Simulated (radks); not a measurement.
All-electron atom: Os3+ in [Xe] 4f14 5d4 7s1 (not the ground configuration).

Calculated with a radial shooting solver on a logarithmic mesh with Libxc functionals: Dirac Kohn-Sham, PBE, spin-unpolarised, spherical densities, finite nucleus; open shells fill j = l - 1/2 first; Fermi nuclear charge, rms radius 5.4126 fm.

Energy parts (hartree):
| part | energy |
|---|---|
| total | -17275.8365 |
| kinetic | 19600.4602 |
| electron-nucleus | -43176.6175 |
| Hartree | 6639.8967 |
| exchange-correlation | -339.5759 |

Orbitals (lengths in bohr, moments of r in powers of bohr; r(90%) holds 90 % of the orbital's charge):
orbital,occ.,eigenvalue (hartree),r(90%),<r^4>
1s1/2,2,-2711.156,0.0323,5.127e-07
2s1/2,2,-473.0409,0.116,0.00007587
2p1/2,2,-453.0608,0.102,0.00004544
2p3/2,4,-396.7925,0.113,0.00006780
3s1/2,2,-111.1712,0.284,0.002784
3p1/2,2,-102.2100,0.276,0.002444
3p3/2,4,-89.93924,0.297,0.003286
3d3/2,4,-74.89275,0.270,0.002210
3d5/2,6,-72.23455,0.276,0.002417
4s1/2,2,-24.58420,0.620,0.06434
4p1/2,2,-20.81909,0.634,0.06964
4p3/2,4,-17.93692,0.682,0.09336
4d3/2,4,-11.75075,0.722,0.1166
4d5/2,6,-11.21681,0.739,0.1277
5s1/2,2,-4.76491,1.43,1.837
5p1/2,2,-3.59389,1.57,2.657
4f5/2,6,-3.38751,0.900,0.3044
4f7/2,8,-3.28422,0.913,0.3240
5p3/2,4,-3.13193,1.71,3.674
5d3/2,4,-1.55190,2.29,11.75
5d5/2,0,-1.50113,2.35,12.99
7s1/2,1,-0.58607,6.50,801.1

The highest occupied level is 7s1/2 at -15.948 eV. The configuration is held as typed, so some empty levels lie below it. Summed over all electrons, <r^2> = 57.11 bohr^2, which gives a Langevin (diamagnetic) susceptibility term of -45.2 x 10^-6 cm^3/mol.
